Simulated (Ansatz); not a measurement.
**InH2F (SMILES [H][In]([H])[F]): methods side by side**

InH2F: 4 atoms, total charge 0, spin state singlet. As SMILES, `[H][In]([H])[F]`. The shape comes from GFN2-xTB, which is rough for such elements, and wasn't checked as a minimum.

```csv
atom,x (Å),y (Å),z (Å)
In,0.0692,0.1173,-0.0002
H,1.7512,-0.0738,0.0136
H,-0.8914,1.5093,-0.0189
F,-0.9289,-1.5529,0.0055
```

Each level gives the energy change with the In1–H3 bond stretched from 1.691 to 2.114 Å (eV). The values are calculated.

```json
{"level": "HF/STO-3G (restricted)", "kind": "Hartree–Fock", "program": "Ansatz", "value (eV)": "1.39", "less FCI/STO-3G": "+0.32", "CPU time (all runs)": "0.78 s"}
{"level": "BLYP/STO-3G (restricted)", "kind": "GGA", "program": "Ansatz", "value (eV)": "1.23", "less FCI/STO-3G": "+0.16", "CPU time (all runs)": "2.8 s"}
{"level": "r2SCAN/STO-3G (restricted)", "kind": "meta-GGA", "program": "Ansatz", "value (eV)": "1.27", "less FCI/STO-3G": "+0.20", "CPU time (all runs)": "7 s"}
{"level": "B3LYP/STO-3G (restricted)", "kind": "global hybrid", "program": "Ansatz", "value (eV)": "1.29", "less FCI/STO-3G": "+0.22", "CPU time (all runs)": "3 s"}
{"level": "CAM-B3LYP/STO-3G (restricted)", "kind": "range-separated hybrid", "program": "Ansatz", "value (eV)": "1.38", "less FCI/STO-3G": "+0.31", "CPU time (all runs)": "3.8 s"}
{"level": "B2PLYP/STO-3G (restricted)", "kind": "double hybrid", "program": "Ansatz", "value (eV)": "1.28", "less FCI/STO-3G": "+0.21", "CPU time (all runs)": "4.2 s"}
{"level": "CCSD/STO-3G (restricted)", "kind": "coupled cluster or CI", "program": "Ansatz", "value (eV)": "1.08", "less FCI/STO-3G": "+0.01", "CPU time (all runs)": "1 s"}
{"level": "CCSDT/STO-3G (restricted)", "kind": "coupled cluster or CI", "program": "Ansatz", "value (eV)": "1.07", "less FCI/STO-3G": "0.00", "CPU time (all runs)": "1.4 s"}
{"level": "FCI/STO-3G", "kind": "exact in the basis", "program": "Ansatz", "value (eV)": "1.07", "less FCI/STO-3G": "0.00", "CPU time (all runs)": "13 s"}
```

FCI/STO-3G is exact within its basis and frozen core, so for wave-function methods in that basis the difference is their error; functionals converge differently with the basis, so for them it is only a difference. All-electron rows without a relativistic Hamiltonian named are non-relativistic. The first shape isn't each level's own minimum. The values span 1.07 to 1.39 eV. All rows use very small basis sets, so even the best lies far from the true value. In the correlated wave-function rows the outer d shell of In is correlated, in sets not made for it. Times are those of the runs behind each value, whatever else they computed, on shared processors of several kinds: orders of magnitude only.
